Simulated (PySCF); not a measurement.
CH₄F₂OSn, SMILES [CH3][Sn]([OH])([F])[F]. Heavy atoms are numbered as in [CH3:1][Sn:2]([OH:3])([F:4])[F:5]. Hydrogens are named by the atom that carries them.

Geometry: B3LYP-D3(BJ)/def2-SVP. The structure was generated by enumeration; whether it is a known compound was not checked. The def2 effective core potentials stand for the cores of Sn; spin–orbit coupling is left out. The values are those of a single conformer.

These are PySCF with PBE/def2-TZVP values and carry that method's errors.

ESP charges are fitted to the potential on shells at 1.4 to 2.0 van der Waals radii. Atomic charges (e), one atom of each kind:

```
atom      Löwdin  Mulliken  ESP fit
--------  ------  --------  -------
C1 (CH3)   -0.48     -0.62    -0.69
Sn2         0.67      1.28     1.16
O3 (OH)    -0.30     -0.62    -0.70
F4         -0.24     -0.44    -0.41
H on C1     0.14      0.17     0.21
H on O3     0.17      0.32     0.41
```
